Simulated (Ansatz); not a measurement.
Coupled-cluster run, C3H4Se, SMILES `C=C1C[Se]1`.

```yaml
crystal:
  periodic: [false, false, false]
  atoms:
    - {symbol: C, position_ang: [-0.463440, 1.315786, -0.209535]}
    - {symbol: C, position_ang: [-0.123268, 0.046334, -0.270572]}
    - {symbol: C, position_ang: [0.508957, -1.047545, 0.426119]}
    - {symbol: Se, position_ang: [-0.188649, -1.473489, -1.387555]}
    - {symbol: H, position_ang: [-0.975611, 1.809344, -1.024875]}
    - {symbol: H, position_ang: [-0.230548, 1.896829, 0.676648]}
    - {symbol: H, position_ang: [1.591498, -1.067813, 0.500712]}
    - {symbol: H, position_ang: [-0.026937, -1.536647, 1.233258]}
basis:
  gaussian: {orbitals: def2-SVP}
correlation: {method: ccsd_t}
```

```sh
$ ansatz run in.yaml --threads 2 --pin off --events-out ev --progress --plain --max-ram 4352MiB
```

Log, shortened:

```
Functional definition: HF
953 factors; integrals over basis functions are off by at most 1.2e-3 eV
mean field evaluation 1: about -68443.5513 eV, gradient 2.3e1 eV
mean field evaluation 2: about -68443.6129 eV, gradient 2.3e1 eV
mean field evaluation 4: about -68445.3937 eV, gradient 3.1e0 eV
mean field evaluation 8: about -68445.4355 eV, gradient 9.0e-2 eV
mean field evaluation 16: about -68445.3699 eV, gradient 7.8e-1 eV
mean field -68445.43560133 eV, -2515.3233643664 hartree, gradient 4.8e-6 eV, S^2 0.000000; 0 other end points of the search recorded, 0 dependent functions left out
12 core orbitals not correlated: weight in the atoms' cores, before any rotation towards them, 1.000 or more for the frozen orbitals, at most 0.000 for the correlated occupied ones
reference -68445.43560133 eV, -2515.3233643664 hartree; 16, 16 occupied and 66, 66 virtual orbitals, 953 factors
second order -17.29951262 eV of doubles, -0.00000000 eV of singles
cycle   1  -17.41030577 eV  change   -1.1e-1 eV  update   1.0e-1
cycle   2  -17.91389142 eV  change   -5.0e-1 eV  update   3.1e-2
cycle   3  -18.01873492 eV  change   -1.0e-1 eV  update   1.5e-2
cycle   4  -18.01349574 eV  change    5.2e-3 eV  update   4.0e-3
cycle   5  -18.01623717 eV  change   -2.7e-3 eV  update   1.9e-3
cycle   6  -18.01649737 eV  change   -2.6e-4 eV  update   4.9e-4
cycle   7  -18.01629778 eV  change    2.0e-4 eV  update   2.5e-4
cycle   8  -18.01630663 eV  change   -8.8e-6 eV  update   9.6e-5
cycle   9  -18.01628806 eV  change    1.9e-5 eV  update   3.2e-5
perturbative correction -0.67815512 eV, -0.0249217409 hartree
Total energy: -68464.13004451 eV, -2516.0103724816 hartree
```

Hardware: 2 threads of an Arm Neoverse V1 on a shared host. Wall time 7.5 s, peak host memory 0.35 GiB.

The correlation energy is -18.694 eV, 3.6 % of it from (T); the T1 diagnostic reads 0.0106.
